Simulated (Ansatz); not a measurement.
Telling isomers of C2H8OSi apart by their spectra

These gas-phase data were calculated for one isomer of C2H8OSi at r2SCAN-D4/def2-SVP (harmonic, unscaled wavenumbers; equilibrium rotational constants with average atomic masses):

| Item | Value |
| --- | --- |
| rotational constants | 5.821, 5.483, 3.324 GHz |
| all wavenumbers above 1500 cm⁻¹ | 3888, 3140, 3140, 3127, 3125, 3029, 3028, 2235 |
| dipole moment | 1.91 D (PBE0/def2-TZVPD) |

Candidates:

(1) `C[SiH](C)O`, a singlet
(2) `CC[SiH2]O`, a singlet

Question: Assign the data to one candidate and say why.

Answer: Candidate (1). 1 mode lies between 2000 and 2380 cm⁻¹, one for each Si–H bond, while (2) has 2.

The same quantities for all candidates:

|  | rotational constants (GHz) | wavenumbers above 1500 cm⁻¹ | dipole (D) | E above the lowest, r2SCAN-D4/def2-SVP (kcal/mol) |
| --- | --- | --- | --- | --- |
| (1) | 5.821, 5.483, 3.324 | 3888, 3140, 3140, 3127, 3125, 3029, 3028, 2235 | 1.91 | 0.0 |
| (2) | 9.79, 3.579, 2.961 | 3896, 3114, 3112, 3078, 3024, 3021, 2245, 2177 | 1.60 | 13.0 |

Each candidate is one conformer. Programs: Ansatz 0.2.0.
